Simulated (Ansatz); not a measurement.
Si19PH30, a doped nanocrystal cut from the lattice of silicon (P on an inner site). Total charge 0; doublet. Geometry PBE-D4/def2-SVP; atoms count from 1.

```xyz
50

P     0.4066    0.2842   -1.0519
Si   -0.2096    1.5632    2.4160
Si    2.6345   -0.1571    4.4689
Si   -0.1512   -2.1020    2.7610
Si    3.1924   -1.5604    0.8904
Si   -2.7984    3.5647    0.3756
Si   -2.8392   -0.2278    0.5288
Si   -2.1197    1.9445   -2.9613
Si    0.6102   -3.5406   -1.1447
Si   -1.9380   -1.7591   -3.3596
Si    1.9305    1.8006    3.3768
Si   -0.5813    3.5147    1.1578
Si   -0.5864   -0.4075    1.1723
Si    2.6276    0.2271   -0.5469
Si    2.1868   -1.9302    2.9929
Si    2.8326   -3.5078   -0.3821
Si    0.2223    1.8947   -2.7404
Si   -3.2254    1.6272   -0.8957
Si   -2.6051    0.2058   -4.4628
Si    0.1920   -1.5762   -2.3658
H    -1.1981    1.5746    3.5621
H     1.8407   -0.3505    5.7374
H     4.1000   -0.0928    4.8239
H    -0.7877   -1.8725    4.1155
H    -0.5496   -3.4765    2.2887
H     4.6845   -1.4093    1.1052
H    -3.7080    3.5913    1.5807
H    -3.0692    4.7985   -0.4512
H    -3.6956    0.0596    1.7417
H    -3.3537   -1.5040   -0.0887
H    -2.5855    3.2750   -3.5048
H    -0.3991   -3.6832   -0.0405
H     0.4061   -4.6821   -2.1129
H    -2.9333   -2.1077   -2.2856
H    -1.8360   -2.9343   -4.3021
H     1.8937    2.9754    4.3247
H     2.9282    2.1232    2.2933
H    -0.3102    4.7180    2.0303
H     0.3915    3.5666    0.0075
H     2.9550    1.5878    0.0058
H     3.3882    0.0400   -1.8363
H     2.8206   -3.2101    3.4902
H     3.1572   -4.7388    0.4270
H     3.7040   -3.4994   -1.6151
H     0.8110    3.1742   -2.2143
H     0.8964    1.5454   -4.0472
H    -4.6976    1.6165   -1.2515
H    -4.0676    0.1439   -4.8280
H    -1.7923    0.3635   -5.7243
H     1.2250   -1.4503   -3.4609
```

Single mean-field runs in def2-TZVP are fitted with def2-universal-jkfit.

Question: Estimate the Mulliken populations of the heavy atoms from the PBE0/def2-TZVP orbitals of Ansatz.

Answer: 
```json
{"atom": "P1", "charge (e)": "-0.10", "spin (α − β)": "0.14"}
{"atom": "Si2", "charge (e)": "0.00", "spin (α − β)": "-0.02"}
{"atom": "Si3", "charge (e)": "-0.01", "spin (α − β)": "0.00"}
{"atom": "Si4", "charge (e)": "-0.05", "spin (α − β)": "0.11"}
{"atom": "Si5", "charge (e)": "-0.01", "spin (α − β)": "0.01"}
{"atom": "Si6", "charge (e)": "-0.01", "spin (α − β)": "0.00"}
{"atom": "Si7", "charge (e)": "-0.04", "spin (α − β)": "-0.01"}
{"atom": "Si8", "charge (e)": "-0.01", "spin (α − β)": "0.00"}
{"atom": "Si9", "charge (e)": "0.00", "spin (α − β)": "0.01"}
{"atom": "Si10", "charge (e)": "0.00", "spin (α − β)": "0.00"}
{"atom": "Si11", "charge (e)": "-0.01", "spin (α − β)": "0.00"}
{"atom": "Si12", "charge (e)": "0.01", "spin (α − β)": "0.00"}
{"atom": "Si13", "charge (e)": "-0.08", "spin (α − β)": "0.50"}
{"atom": "Si14", "charge (e)": "0.02", "spin (α − β)": "-0.01"}
{"atom": "Si15", "charge (e)": "-0.01", "spin (α − β)": "0.00"}
{"atom": "Si16", "charge (e)": "-0.01", "spin (α − β)": "0.00"}
{"atom": "Si17", "charge (e)": "-0.04", "spin (α − β)": "0.21"}
{"atom": "Si18", "charge (e)": "-0.01", "spin (α − β)": "0.00"}
{"atom": "Si19", "charge (e)": "-0.01", "spin (α − β)": "0.00"}
{"atom": "Si20", "charge (e)": "0.05", "spin (α − β)": "-0.02"}
```
Mulliken values and Mayer orders depend strongly on the basis.

Question: Where does the spin sit?

Answer: Summed by element: P 0.14, Si 0.79, H 0.07, of 1 unpaired in all. Largest on single atoms: Si13 0.50, Si17 0.21, P1 0.14.

Question: And the Mayer bond orders between bonded heavy atoms (over 0.3)?

Answer: P1–Si13 0.57 (2.53 Å); P1–Si14 0.95 (2.28 Å); P1–Si17 0.83 (2.34 Å); P1–Si20 0.94 (2.29 Å); Si2–Si11 0.93 (2.36 Å); Si2–Si12 0.93 (2.35 Å); Si2–Si13 0.94 (2.36 Å); Si3–Si11 0.95 (2.35 Å); Si3–Si15 0.95 (2.35 Å); Si4–Si13 0.88 (2.36 Å); Si4–Si15 0.94 (2.36 Å); Si5–Si14 0.93 (2.36 Å); Si5–Si15 0.93 (2.36 Å); Si5–Si16 0.95 (2.35 Å); Si6–Si12 0.95 (2.35 Å); Si6–Si18 0.95 (2.36 Å); Si7–Si13 0.93 (2.35 Å); Si7–Si18 0.94 (2.37 Å); Si8–Si17 0.94 (2.35 Å); Si8–Si18 0.93 (2.36 Å); Si8–Si19 0.95 (2.35 Å); Si9–Si16 0.95 (2.35 Å); Si9–Si20 0.93 (2.35 Å); Si10–Si19 0.95 (2.35 Å); Si10–Si20 0.93 (2.36 Å).
